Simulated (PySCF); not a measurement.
Simulation results for CH7ClGeSi, C2H7GeN

Calculation on a computer-drawn molecule: the log of a Hartree-Fock and frozen-core CCSD(T) single point meant for a local Hartree-Fock minimum, with one planted fault or none, to be diagnosed. Offsets are logged minus clean, where the clean run is the same molecule without the fault. The reference is restricted for singlets and unrestricted otherwise, and also for a bond in bohr or an excited solution. Adding or removing an electron swaps singlet and doublet. The excited solution moves the top pair (singlet) or top alpha electron (doublet) to the lowest empty orbital. Highest occupied and lowest empty are orbital energies over both spins, largest force is the largest gradient component, triples share is (T) over the correlation energy, the T1 limit is 0.02 restricted and 0.045 unrestricted, electrons count all cores, a negative frequency is imaginary (commonest isotopes), and the dipole is about the centre of nuclear charge; on germanium a core potential holds 10 electrons, which the energies leave out, and 3d is frozen in MP2 and coupled-cluster steps. Program: PySCF 2.14.0.

Common to all runs: meant charge 0; meant multiplicity 1; meant basis and core potential on germanium cc-pVDZ-PP ECP10MDF; logged SCF converged yes; logged CC converged yes; logged SCF stable within its kind yes; possible faults no fault, one electron removed, one electron added, multiplicity raised by two, geometry at a saddle point, SCF held on an excited solution, minimal basis STO-3G, one bond length entered in bohr, all coordinates scaled.

(1) 
```xyz
11
formula=CH7ClGeSi meant_basis=cc-pV(D+d)Z logged_electrons=76 logged_basis_functions=118 logged_spin_squared=0.9646 logged_highest_occupied=-8.9575 logged_lowest_empty=0.55809 logged_largest_force=0.032311 logged_T1_diagnostic=0.015405 logged_D1_diagnostic=0.063631 logged_triples_share=0.023937 logged_dipole_magnitude=2.9649 logged_energy_HF=-1083.71992 logged_energy_CCSD(T)=-1084.25289 planted_fault=one_bond_length_entered_in_bohr,row_1_of_the_drawn_bonds HF_energy_offset_from_clean_run=59.84 CCSD(T)_energy_offset_from_clean_run=78.35
C      0.3824     0.5999    -0.5593
Ge     2.5694     1.5180     2.2700
Si     1.4317     2.2069     4.2724
Cl     3.7310     3.2699     1.6126
H      0.9882     0.3835    -1.4401
H     -0.2992     1.4193    -0.7905
H     -0.2018    -0.2872    -0.3029
H      3.6161     0.4302     2.5260
H      2.4233     2.6367     5.2817
H      0.6450     1.0693     4.8070
H      0.5164     3.3246     3.9519
```

Units: logged_highest_occupied, logged_lowest_empty in eV; logged_largest_force in hartree/bohr; logged_dipole_magnitude in debye; logged_energy_HF, logged_energy_CCSD(T) in hartree; HF_energy_offset_from_clean_run, CCSD(T)_energy_offset_from_clean_run in kcal/mol.

Drawn bonds:
```tsv
atom	other atom	order
1	2	1
2	3	1
2	4	1
1	5	1
1	6	1
1	7	1
2	8	1
3	9	1
3	10	1
3	11	1
```

(2) 
```xyz
11
formula=C2H7GeN meant_basis=cc-pVDZ logged_electrons=59 logged_basis_functions=100 logged_spin_squared=0.7676 logged_highest_occupied=-0.21715 logged_lowest_empty=8.9055 logged_largest_force=0.10088 logged_T1_diagnostic=0.014868 logged_D1_diagnostic=0.067919 logged_triples_share=0.027812 logged_dipole_magnitude=3.1899 logged_energy_HF=-427.54434 logged_energy_CCSD(T)=-428.15916 planted_fault=one_electron_added HF_energy_offset_from_clean_run=21.1 CCSD(T)_energy_offset_from_clean_run=21.6
C      0.1654     1.2930     2.0816
Ge     1.1187    -0.4408     2.4857
C     -0.3349    -1.7324     1.9247
N     -0.1630    -2.8529     1.2861
H     -0.7122     1.4014     2.7265
H     -0.1432     1.4060     1.0406
H      0.8473     2.1127     2.3242
H      1.9670    -0.6494     1.1632
H     -1.3304    -1.6571     2.3658
H      0.7122    -3.0377     0.8335
H     -0.8550    -3.5757     1.2451
```

Units: logged_highest_occupied, logged_lowest_empty in eV; logged_largest_force in hartree/bohr; logged_dipole_magnitude in debye; logged_energy_HF, logged_energy_CCSD(T) in hartree; HF_energy_offset_from_clean_run, CCSD(T)_energy_offset_from_clean_run in kcal/mol.

Drawn bonds:
```tsv
atom	other atom	order
1	2	1
2	3	2
3	4	1
1	5	1
1	6	1
1	7	1
2	8	1
3	9	1
4	10	1
4	11	1
```
